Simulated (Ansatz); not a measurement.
Job for Ansatz (a program for electronic structure): R-r2SCAN/def2-TZVPP on F2GaHO (SMILES [OH][Ga]([F])[F]), a point of a torsion scan.

Ansatz 0.2 input:
```yaml
crystal:
  periodic: [false, false, false]
  atoms:
    - {symbol: O, position_ang: [1.24254963, -0.32753149, -0.36891367]}
    - {symbol: Ga, position_ang: [-0.47490749, -0.28792184, -0.18440386]}
    - {symbol: F, position_ang: [-1.55453156, -0.06124586, -1.51245957]}
    - {symbol: F, position_ang: [-1.17485980, -0.40927946, 1.40513283]}
    - {symbol: H, position_ang: [1.75791659, -0.01872326, 0.38106294]}
basis:
  gaussian:
    orbitals: def2-TZVPP
hamiltonian:
  xc: {name: r2SCAN}
scf: {lower_state_search: off}
```

Q: What total energy does the run end on?

A: -2200.4788 hartree.
